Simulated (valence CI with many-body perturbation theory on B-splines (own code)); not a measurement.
## Level structure of Er²⁹⁺

Computed by configuration interaction combined with many-body perturbation theory (CI+MBPT): three valence electrons over a frozen Dirac-Fock core [Kr], radial functions for each j: 7 s, 7 p, 8 d, 6 f, 4 g, 1 h, with the one-electron correlation potential Σ1 (screened to all orders), the two-electron term Σ2, the three-electron term Σ3, Breit, model QED; selected single and double excitations, second order for the rest, scaled by the run's own slope (own B-spline code, finite nucleus).

The last digits are not significant, and no measured levels were compared; by estimate large intervals hold to a few tenths of a per cent, small ones and those within an open d or f shell to about a per cent. The list stops below the first excitations out of the core.

Levels 1 to 19 of 19, with energies above the lowest level, (4d3/2^3) J=3/2. "Leading %" is the weight of the configuration and term that name the level; weights of strongly mixed levels are sums over their largest components and can fall short. In the jj column 3d3/2^4 stands for four electrons in 3d with j = 3/2. Lifetimes count E1, E2, E3, M1 and M2 decay at the calculated energies, and are blank where another channel may lead or the interval is too uncertain; long ones can be off by a factor of two.

```csv
No.,Configuration,Term,J,E (eV),Leading %,g,Lifetime,Leading jj
1,4d3,4F,3/2,0.000,57,0.643,,4d3/2^3 (94 %)
2,4d3,4F,5/2,8.602,87,1.048,106 μs,4d3/2^2 4d5/2 (97 %)
3,4d3,4P,3/2,10.918,41,1.243,121 μs,4d3/2^2 4d5/2 (95 %)
4,4d3,4F,7/2,11.691,48,1.081,3.41 ms,4d3/2^2 4d5/2 (89 %)
5,4d3,2G,9/2,12.256,43,1.071,1.17 s,4d3/2^2 4d5/2 (96 %)
6,4d3,4P,1/2,12.489,62,1.915,326 μs,4d3/2^2 4d5/2 (99 %)
7,4d3,4P,5/2,18.582,60,1.387,336 μs,4d3/2^2 4d5/2 (77 %)
8,4d3,4F,7/2,20.532,51,1.073,48.3 μs,4d3/2 4d5/2^2 (93 %)
9,4d3,4F,9/2,21.745,53,1.138,85.2 μs,4d3/2 4d5/2^2 (92 %)
10,4d3,4P,3/2,23.333,41,1.145,35.0 μs,4d3/2 4d5/2^2 (98 %)
11,4d3,2P,1/2,24.239,62,1.416,58.2 μs,4d3/2 4d5/2^2 (99 %)
12,4d3,2H,11/2,25.069,100,1.088,188 μs,4d3/2 4d5/2^2 (100 %)
13,4d3,2D,5/2,25.514,56,1.177,81.8 μs,4d3/2 4d5/2^2 (77 %)
14,4d3,2F,5/2,27.164,43,1.103,108 μs,4d3/2 4d5/2^2 (94 %)
15,4d3,2F,7/2,28.019,85,1.107,134 μs,4d3/2 4d5/2^2 (96 %)
16,4d3,2D,3/2,32.922,51,1.052,45.7 μs,4d3/2 4d5/2^2 (67 %)
17,4d3,2G,9/2,33.343,55,1.136,36.8 μs,4d5/2^3 (95 %)
18,4d3,2D,3/2,38.664,73,0.969,35.5 μs,4d5/2^3 (68 %)
19,4d3,2D,5/2,41.628,66,1.157,22.7 μs,4d5/2^3 (90 %)
```

The ionisation energy to 4d2 3F_2 of the next ion comes out as 1093.8 eV (NIST: 1092 ± 4 eV (theoretical)). All 19 levels together are meant to be complete up to 106.869 eV.
